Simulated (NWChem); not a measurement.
System: CH$_{6}$SeSi; SMILES C[Se][SiH3]

```xyz
9

Se    -0.4707     0.5198     0.0000
C      1.3279     1.2939     0.0000
H      1.1964     2.3838     0.0058
H      1.8778     1.0021    -0.9044
H      1.8818     0.9933     0.8990
Si     0.1598    -1.6677     0.0000
H      0.9700    -2.0036     1.2114
H      0.9735    -2.0024    -1.2093
H     -1.1023    -2.4625    -0.0021
```
Atoms are numbered in this order, from 1.

Computed with NWChem. Coordinates come from a PBE0/def2-SVP optimisation. Ions are spin-unrestricted doublets at the neutral geometry; other ion states weren't tried.

```csv
level,"vertical ionisation energy, ΔSCF (eV)",−ε(HOMO) (eV),ΔSCF minus −ε(HOMO) (eV),relative time
B3LYP/def2-SVP,8.73,6.23,2.50,2
PBE/def2-SVP,8.60,5.34,3.26,2
Hartree-Fock/def2-SVP,7.87,9.12,-1.25,1
CAM-B3LYP/def2-SVP,8.77,7.74,1.03,5
LRC-wPBEh/def2-SVP,8.79,8.36,0.43,4
```

The last column is a rough cost ratio, cheapest run = 1.
